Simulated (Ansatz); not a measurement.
C2H7BZn can be A, `B[CH](C)[ZnH]`, or B, `C[B](C)[ZnH]`.

Program: Ansatz. Geometries: PBE0-D4/def2-TZVP. ΔE: electronic, gas phase. CCSD(T)/CBS is the MP2 limit (def2-TZVPP, def2-QZVPP) plus CCSD(T) − MP2 in def2-TZVPP, frozen cores. DFT in def2-TZVPP. B3LYP here is the variant with VWN-RPA as its local correlation; programs differ in this. For Zn outer-core shells are correlated without core-valence functions, which leaves a few kJ/mol of doubt a bond. Scalar relativity is left out up to krypton.

A:

```xyz
11

B     0.866   -0.132   -1.159
C    -0.145   -0.519   -0.141
C    -1.435    0.223    0.137
Zn    1.342    0.129    1.134
H     1.802   -0.860   -1.384
H     0.842    0.955   -1.676
H    -0.161   -1.562    0.200
H    -1.722    0.241    1.194
H    -2.261   -0.259   -0.397
H    -1.382    1.255   -0.218
H     2.254    0.530    2.312
```

B:

```xyz
11

C    -0.138    0.896    1.186
B     0.166    0.014   -0.072
C    -0.579   -1.354   -0.237
Zn    1.417    0.733   -1.599
H     0.684    1.536    1.518
H    -0.925    1.596    0.859
H    -0.542    0.348    2.044
H    -1.444   -1.136   -0.885
H    -0.979   -1.775    0.692
H    -0.019   -2.125   -0.773
H     2.358    1.266   -2.734
```

Which isomer does CCSD(T)/CBS put lower? Give the gap. (Best estimate.)

Computed: A, by 0.9 kcal/mol.

Give E(B) − E(A) in kcal/mol with B3LYP, MP2/def2-TZVPP, CCSD(T)/def2-TZVPP, B3LYP-D4, r2SCAN-D4, CCSD/def2-TZVPP, ωB97M-V. (An estimate is asked.)

Ansatz gave: B3LYP -1.7, MP2/def2-TZVPP 2.8, CCSD(T)/def2-TZVPP 1.6, B3LYP-D4 -1.1, r2SCAN-D4 -0.2, CCSD/def2-TZVPP 0.7, ωB97M-V -0.4. The order is the other way round with B3LYP, B3LYP-D4, r2SCAN-D4, ωB97M-V.

Largest T1 diagnostic: 0.014.

In def2-TZVPP, CCSD(T) changes the Hartree–Fock value by +3.7 kcal/mol (the triples alone add +0.9 kcal/mol) and MP2 by +4.9 kcal/mol.
